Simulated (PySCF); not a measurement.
**Phosphorus: highly charged ions in a basis for the neutral atom**

P¹¹⁺ [He] 2s2, P¹²⁺ [He] 2s1. Computed with PySCF 2.14 in pcseg-2, with the non-relativistic Hamiltonian (point nucleus). No spin-orbit coupling, so a gap to NIST mixes the basis error with missing relativistic terms.

Changed run: basis of the neutral atom used for a highly charged ion. This setting is unsound on purpose.

```
species  method  sound run (hartree)  changed run (hartree)  converged
   P¹¹⁺     UHF              not run             -258.24033        yes
   P¹¹⁺   B3LYP              not run             -258.29891        yes
   P¹¹⁺    PBE0              not run             -258.25565        yes
   P¹²⁺     UHF              not run             -237.95954        yes
   P¹²⁺   B3LYP              not run             -237.94568        yes
   P¹²⁺    PBE0              not run             -237.90380        yes
```

Ionisation energy of P¹¹⁺:

```
method  changed run (eV)     NIST (eV)
   UHF            551.87  560.62 ± 0.1
 B3LYP            553.84  560.62 ± 0.1
  PBE0            553.80  560.62 ± 0.1
```

The contracted functions were made for the neutral atom and can be too rigid for a highly charged ion.
